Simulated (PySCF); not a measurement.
iodine cation (I2), SMILES II (connectivity only; charge and spin as stated), charge +1, multiplicity 2.

Geometry: PBE0-D3(BJ)/def2-TZVP. The multiplicity is an assumed one; other spin states were not compared. The def2 effective core potentials stand for the cores of I; spin–orbit coupling is left out.

Method: PySCF with ωB97X/def2-TZVPD.

Question: Estimate the frontier levels, dipole moment. (Estimate from the structure and the level; the computed values follow.)

Answer: 
- α spin, highest occupied and lowest empty level: -15.71 and -7.26 eV
- β spin, highest occupied and lowest empty level: -15.50 and -9.61 eV
- dipole moment about the centre of nuclear charge: 0.00 D
- ⟨S²⟩: 0.758 (pure state 0.75)
